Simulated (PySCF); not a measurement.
**Be⁺ (beryllium, charge +1) across methods**

[He] 2p1, 2P determinant (an excited configuration). Calculation: PySCF 2.14, in dyall-av2z (11s7p2d, 42 functions); no relativity, point nucleus.

```tsv
method	E (hartree)	mean ε 1s α (eV)	mean ε 1s β (eV)	mean ε 2p α (eV)	Σ⟨r²⟩ (bohr²)	⟨S²⟩
PBE	-14.1721	-117.95	-117.64	-10.899	7.031	0.750
r2SCAN	-14.1956	-120.24	-120.01	-11.010	7.002	0.750
BHandHLYP	-14.1981	-129.64	-129.39	-12.580	7.014	0.750
PBE0	-14.1746	-123.69	-123.38	-11.796	7.057	0.750
UHF	-14.13068	-140.16	-139.89	-14.144	7.280	0.750
LDA	-13.9866	-116.61	-116.29	-10.688	7.112	0.750
MN15	-14.2176	-123.73	-123.37	-11.799	7.160	0.750
wB97X-V	-14.1946	-125.65	-125.43	-13.869	7.080	0.750
B97-3	-14.2065	-124.31	-124.13	-11.836	7.053	0.750
```
